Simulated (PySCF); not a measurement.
A species of formula C4H10ClPSi2 has this rotational fingerprint, computed with PBE0/pcSseg-1 in PySCF (dipole) on a GFN2-xTB geometry, gas phase:

* Rotational constants: A = 1198, B = 879.5, C = 844.4 MHz
* Dipole components: |μa| = 0.89 D, |μb| = 1.76 D, |μc| = 1.39 D
* Inertial defect: -398.14 u·Å²
* κ: -0.80

Problem. Which candidate fits, each taken in the one conformer that was computed?
A. `[CH3:1][SiH2:2][PH:3][SiH2:4][C:5]#[C:6][CH2:7][Cl:8]` with C1–Si2–P3–Si4 169°, Si2–P3–Si4–C5 -168°
B. `[CH:1]#[C:2][C@@H:3]([CH3:4])[Si@@H:5]([Cl:6])[SiH2:7][PH2:8]` with C2–C3–Si5–Cl6 175°, C3–Si5–Si7–P8 -176°, Si5–Si7–P8–H 46° and -47°
C. `[CH2:1]=[C:2]1[C@@H:3]([Cl:4])[SiH2:5][CH2:6][Si@H:7]1[PH2:8]` with C6–Si7–P8–H -116° and 152°, C1–C2–C3–Cl4 115°, C2–C3–Si5–C6 -35°, C3–Si5–C6–Si7 11°, Si5–C6–Si7–P8 -104°

Solution. C. It is C=C1[C@@H](Cl)[SiH2]C[Si@H]1P, an asymmetric top, point group C1. The candidates at the same level (rigid rotor, commonest isotopes):

| SMILES | A (MHz) | B (MHz) | C (MHz) | μa (D) | μb (D) | μc (D) | Δ (u·Å²) | point group | rotor |
| --- | --- | --- | --- | --- | --- | --- | --- | --- | --- |
| C=C1[C@@H](Cl)[SiH2]C[Si@H]1P | 1198 | 879.5 | 844.4 | 0.89 | 1.76 | 1.39 | -398.14 | C1 | asymmetric top |
| C#C[C@@H](C)[Si@@H](Cl)[SiH2]P | 1195 | 619.0 | 462.4 | 1.03 | 0.40 | 0.22 | -146.60 | C1 | asymmetric top |
| C[SiH2]P[SiH2]C#CCCl | 4111 | 244.6 | 237.2 | 1.77 | 1.16 | 0.15 | -58.37 | C1 | near-prolate asymmetric top |

`C#C[C@@H](C)[Si@@H](Cl)[SiH2]P` has C 45 % too low; `C[SiH2]P[SiH2]C#CCCl` has A 243 % too high. No structure here is proved a minimum.
